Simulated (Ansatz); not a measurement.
CH9NSi2 can be A, `CN([SiH3])[SiH3]`, or B, `C[SiH2][SiH2]N`.

Isolated molecules relaxed with PBE0-D4/def2-TZVP in Ansatz; ΔE leaves out vibrations. CBS: MP2 limit from def2 TZ/QZ plus the TZ coupled-cluster correction, frozen cores. DFT in def2-TZVPP. B3LYP here is the variant with VWN-RPA as its local correlation; programs differ in this. One conformer a species, not always the lowest.

A:

Z-matrix (Å, degrees):
```
C
N 1 1.462
H 1 1.095 2 110.8
H 1 1.095 2 110.8 3 118.5
H 1 1.096 2 112.4 3 -120.7
Si 2 1.725 1 116.8 3 -153.2
Si 2 1.725 1 116.8 3 34.8
H 6 1.492 2 112.4 1 -64.1
H 6 1.483 2 108.6 1 175.1
H 6 1.490 2 109.5 1 54.5
H 7 1.483 2 108.6 1 -175.2
H 7 1.492 2 112.4 1 64.1
H 7 1.490 2 109.5 1 -54.5
```

B:

```xyz
13

C     1.378   -0.249   -1.835
Si   -0.246    0.170   -0.990
Si   -0.049    0.069    1.341
N    -1.614    0.239    2.048
H     2.156    0.464   -1.554
H     1.271   -0.222   -2.922
H     1.716   -1.248   -1.551
H    -0.707    1.526   -1.403
H    -1.301   -0.797   -1.417
H     0.680   -1.194    1.692
H     0.798    1.181    1.859
H    -1.704    0.367    3.043
H    -2.379   -0.309    1.689
```

Task: Which isomer does CCSD(T)/CBS put lower? Give the gap. (An estimate is asked.)

Result: The calculation gave: B, by 4.9 kcal/mol.

Task: Give E(B) − E(A) in kcal/mol with B3LYP-D4, HF/def2-TZVPP, LDA (SPW92), CCSD/def2-TZVPP, MP2/def2-TZVPP, PBE0-D4, B3LYP. (An estimate is asked.)

Result: The calculation gave: B3LYP-D4 -4.5, HF/def2-TZVPP -1.0, LDA (SPW92) -7.8, CCSD/def2-TZVPP -3.8, MP2/def2-TZVPP -3.0, PBE0-D4 -8.2, B3LYP -5.8. None reverses the order clearly.

Task: Does the order hold for the free energy at 298.15 K (harmonic terms from PBE0-D4)? (An estimate is asked.)

Result: Ansatz gave: Yes: G(B) − G(A) = -3.8 kcal/mol, for one conformer each. Modes under 60 cm⁻¹, often nearly free rotors, make the harmonic entropy too high.

Largest T1 diagnostic: 0.011.

From BLYP to BHLYP (50 % exact exchange), in def2-TZVPP and without D4, E(B) − E(A) moves by +3.0 kcal/mol. In def2-TZVPP, CCSD(T) changes the Hartree–Fock value by −3.1 kcal/mol (the triples alone add −0.2 kcal/mol) and MP2 by −2.0 kcal/mol.
